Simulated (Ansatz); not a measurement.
Te₆Mo₃, relaxed as a singlet with RKS PBE-D4/def2-SVP in Ansatz, starting from the GFN2-xTB geometry. Force threshold 0.03 eV/Å.

In the def2 sets Mo, Te take a core potential; there is no spin–orbit coupling. The restricted singlet is unstable towards broken spin symmetry in Hartree–Fock (as tested in another run); at PBE-D4/def2-SVP this wasn't settled. The relaxation made no stability test and no search for a lower SCF solution.

Start:

```xyz
9

Mo    0.516   -0.600    2.076
Mo   -0.150    2.171   -0.541
Mo   -0.372   -1.567   -1.536
Te    1.093   -1.251    4.370
Te    0.184   -2.715    0.678
Te    0.452    1.952    1.932
Te   -0.640    0.741   -2.599
Te   -0.307    4.546   -1.134
Te   -0.776   -3.278   -3.246
```

| step | energy (eV) | largest force component (eV/Å) | SCF passes |
| --- | --- | --- | --- |
| 1 | -49334.3386 | 0.560 | 77 |
| 2 (rejected) | -49334.2628 | 0.731 | 63 |
| 3 | -49334.4021 | 0.055 | 45 |
| 4 | -49334.4037 | 0.033 | 44 |
| 5 | -49334.4044 | 0.020 | 44 |
| 6 | -49334.4051 | 0.034 | 44 |
| 7 | -49334.4066 | 0.054 | 44 |
| 8 | -49334.4104 | 0.085 | 44 |
| 9 | -49334.4643 | 0.173 | 70 |
| 10 | -49334.5100 | 0.231 | 56 |
| 11 | -49334.6059 | 0.329 | 63 |
| 13 | -49334.8229 | 0.414 | 72 |
| 15 | -49335.5193 | 0.807 | 49 |
| 17 | -49336.3920 | 0.436 | 48 |
| 19 | -49337.0180 | 0.499 | 49 |
| 21 | -49337.6847 | 0.704 | 47 |
| 23 | -49338.4249 | 0.970 | 48 |
| 25 | -49339.0899 | 0.702 | 48 |
| 27 | -49339.5446 | 0.519 | 45 |
| 29 | -49339.7773 | 0.107 | 43 |
| 31 | -49339.8823 | 0.378 | 41 |
| 33 | -49340.1762 | 0.767 | 43 |
| 35 | -49340.4558 | 0.588 | 39 |
| 37 | -49340.5753 | 0.348 | 37 |
| 39 | -49340.6219 | 0.127 | 30 |
| 41 | -49340.6354 | 0.048 | 31 |
| 43 | -49340.6361 | 0.015 | 31 |

Force components are those of the run's own axes.

End:

```xyz
9

Mo    0.2468    0.0775    1.2227
Mo   -0.0567    1.4831   -0.5995
Mo   -0.5679   -1.1588   -1.0543
Te    2.1214    0.8516    2.9352
Te    1.2901   -2.2393    0.4495
Te   -2.3112    0.4501    0.3986
Te    0.6219    0.3133   -2.8945
Te    1.0052    2.9589    1.3682
Te   -2.3496   -2.7364   -1.8259
```

Bonds formed: Mo1–Te8, Mo3–Te6, Te4–Te8 (atoms count from 1). Metal–metal contacts that move far: Mo1–Mo2 3.87 to 2.32 Å, Mo2–Mo3 3.87 to 2.73 Å, Mo1–Mo3 3.84 to 2.72 Å.

The force fell under the threshold at step 5, but the optimiser went on and released 6.232 eV more. No frequencies were taken in this run, so the end may be a saddle point.

Hardware: 2 threads of AMD EPYC 7R13 on a shared host and a share (18 GiB) of an NVIDIA H100 80GB HBM3. Wall time 2.7 min, peak host memory 0.94 GiB.
